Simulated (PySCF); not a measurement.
Ga(F)(OH)2 (FGaH2O2), SMILES [OH][Ga]([OH])[F].

Geometry: B3LYP-D3(BJ)/def2-SVP. One conformer was computed; it need not be the lowest.

Computed with B3LYP/def2-TZVPD (PySCF).

Symmetry labels are those of the subgroup Cs that the program uses (full group Cs).

Problem. List the valence orbital energies around the gap with their symmetry. (The exact figures need the calculation; the answer reports its results.)

Solution. 
```tsv
orbital	symmetry	energy (eV)
HOMO−7	A'	-13.64
HOMO−6	A'	-12.34
HOMO−5	A"	-11.12
HOMO−4	A'	-11.02
HOMO−3	A'	-10.37
HOMO−2	A'	-9.76
HOMO−1	A"	-9.65
HOMO	A"	-9.16
LUMO	A'	-2.04
LUMO+1	A"	-0.48
LUMO+2	A'	0.12
LUMO+3	A'	0.47
```
